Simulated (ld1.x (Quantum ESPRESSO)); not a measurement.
Ta: TM pseudisation with LDA (PZ), scalar-relativistic reference atom.

| Item | Value |
| --- | --- |
| Element | tantalum |
| Generator | ld1.x (Quantum ESPRESSO) 7.5 |
| Type | norm-conserving Troullier–Martins (Kleinman–Bylander form) |
| Functional | LDA (PZ) |
| Relativity | scalar-relativistic |
| Frozen core | [Kr] 4d10 4f14 5s2 |
| Valence charge | 11 |
| Reference configuration | 5p6 5d4 6s1 6p0 |
| Partial waves | 5p (bound): rc 1.70 bohr; 5d (bound): rc 1.55 bohr; 6s (bound): rc 2.85 bohr |
| Local potential | the s channel |
| Core correction | a·sin(br)/r model core, default radius (core density twice the valence density) |

All-electron outer shells of the reference configuration (LDA (PZ), scalar-relativistic, ld1.x):

| shell | level (eV) | outermost node (bohr) | outermost maximum (bohr) |
| --- | --- | --- | --- |
| 5s | -71.51 | 0.54 | 0.98 |
| 5p | -38.00 | 0.58 | 1.13 |
| 4f | -23.25 | – | 0.44 |
| 6s | -5.16 | 1.33 | 2.81 |
| 5d | -2.83 | 0.65 | 1.62 |
| 6p | -1.31 | 1.61 | 4.04 |

Results:

```
Cutoffs needed           : 45 Ry and 80 Ry (the cutoffs (Ry, on a coarse ladder) from which the occupation-weighted sum of valence levels, in a spherical-Bessel basis at the reference potential, stays within 10 and 1 mRy of its value at 400 Ry)
Ghost test               : no extra level below or beside the all-electron valence levels (p, d, s, f tested) (spherical-Bessel basis up to 400 Ry, 20 bohr box)
Largest excitation error : -834 meV (all-electron minus pseudo) for 5p6 5d3 6s0 6p1, out of 7 test configurations
```

Generation and tests took about 2.8 s on one core of a shared server CPU.
